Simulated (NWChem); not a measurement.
System: 1,2,4-triazole (C2H3N3); SMILES c1nc[nH]n1

```xyz
8

C      1.0677     0.3587     0.0000
N      0.0111     1.2258     0.0000
C     -1.0356     0.4091     0.0000
N     -0.6056    -0.8825     0.0000
N      0.7436    -0.9374     0.0000
H      2.1156     0.6857     0.0000
H     -2.0958     0.6936     0.0000
H     -1.1514    -1.7467     0.0000
```
Atoms are numbered in this order, from 1.

All runs: NWChem. Structure relaxed at the PBE-D3(BJ)/def2-SVP level. Atomic charges in e: unrestrained fits to the electrostatic potential beside Mulliken populations; buried atoms are poorly determined by the fit.

Problem. Predict the results for B3LYP/def2-SVP. Quantities: ESP C1; Mulliken C1; ESP N2; Mulliken N2; ESP C3; Mulliken C3; ESP N4; Mulliken N4; ESP N5; Mulliken N5; relative RMS misfit of the potential (%).

Solution. The ESP C1 comes out as 0.51 and the Mulliken C1 comes out as 0.06. The ESP N2 is -0.57 and the Mulliken N2 is -0.19. The ESP C3 is 0.22 and the Mulliken C3 comes out as 0.12. The ESP N4 comes out as 0.04, the Mulliken N4 comes out as -0.06 and the ESP N5 comes out as -0.51. The Mulliken N5 comes out as -0.13 and the relative RMS misfit of the potential (%) is 27.
